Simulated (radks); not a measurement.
Values are calculated unless marked as measured or tabulated.
Species: the helium ion He+. Configuration: 4f1 (not the ground configuration).

Level of theory: scalar-relativistic Kohn-Sham, PBE, spin-unpolarised, spherical densities, finite nucleus; Gaussian nuclear charge, rms radius 1.6755 fm; without spin polarisation the odd electron is poorly described (a radial shooting solver on a logarithmic mesh with Libxc functionals).

Energy parts (Ry):
total: -0.25202
kinetic: 0.24425
electron-nucleus: -0.49371
Hartree: 0.10058
exchange-correlation: -0.10315

Orbitals (lengths in bohr, moments of r in powers of bohr):
orbital  occ.  eigenvalue (Ry)    <r>
4f          1         -0.18207  8.998

The highest occupied level is 4f at -2.477 eV. Summed over all electrons, <r^2> = 88.96 bohr^2, which gives a Langevin (diamagnetic) susceptibility term of -70.5 x 10^-6 cm^3/mol.
